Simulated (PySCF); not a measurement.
# ZrH₂ to ZrH₄: adding ligands

Level: PBE0 in the def2-TZVP basis family, computed in PySCF with density fitting; scalar-relativistic core potentials for atoms from Rb on, none lighter, no spin–orbit coupling; open shells unrestricted.

Each entry is the lowest minimum that a search over a few typed start shapes (and spin states, where more than one is plausible) found, or that minimum re-optimised at the stated level; isomers with ligand–ligand bonds, or fragments after loss of a ligand pair, can lie lower.

```csv
molecule,2S+1,point group,mean bond to Zr (Å),atomisation (kJ/mol),lowest ω (cm⁻¹),highest ω (cm⁻¹),gap (eV)
ZrH₂,3,C2v,1.860,567,598,1641,–
ZrH₃,2,C3v,1.856,867,266,1679,–
ZrH₄,1,Td,1.844,1169,533,1753,6.09
```

The bond shortens at every step; the largest change, -0.012 Å, falls between ZrH₃ and ZrH₄ among the members listed.

The shape changes along the series: C2v for ZrH₂; C3v for ZrH₃; Td for ZrH₄.

Left out of the table are members whose search was unfinished or whose lowest solution was spin-contaminated, unstable, very soft or bonded differently.

Open d and f shells are single-determinant solutions and may miss the true ground state.
